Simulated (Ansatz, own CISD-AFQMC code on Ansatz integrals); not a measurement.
C2H4Si, SMILES `C=C[SiH]` (C–C–Si–H torsion 179°) (charge 0, multiplicity 1).

Z-matrix (Å, degrees):
```
C
C 1 1.3411
H 2 1.0864 1 123.08
H 2 1.0865 3 115.92 1 179.95
H 1 1.0875 2 117.75 3 -0.06
Si 1 1.8798 5 124.22 2 -179.76
H 6 1.5268 1 96.08 5 0.62
```
Charge 0, spin multiplicity 1.

Frozen-core correlation energies in cc-pVDZ at a geometry from B3LYP-D3(BJ)/def2-TZVP, on an HF energy of -366.91733 Ha (<S^2> = 0.00, restricted and unstable towards unrestricted orbitals). Wave-function levels are from Ansatz, the walk from an own CISD-AFQMC code on Ansatz integrals (time step 0.005/Ha, trial state from CCSD amplitudes, largest double 0.10).

```
level     correlation energy (mHa)
--------  ------------------------
MP2                         -347.5
CCSD                        -391.2
CCSD(T)                     -405.4
CCSDT(Q)                    -407.4
```

Problem. What correlation energy does phaseless AFQMC give, and where does it lie among these levels?

Solution. -406.5 ± 0.4 mHa (one standard error). AFQMC minus each level: MP2 -59.0 mHa, CCSD -15.3 mHa, CCSD(T) -1.2 mHa, CCSDT(Q) +0.9 mHa.
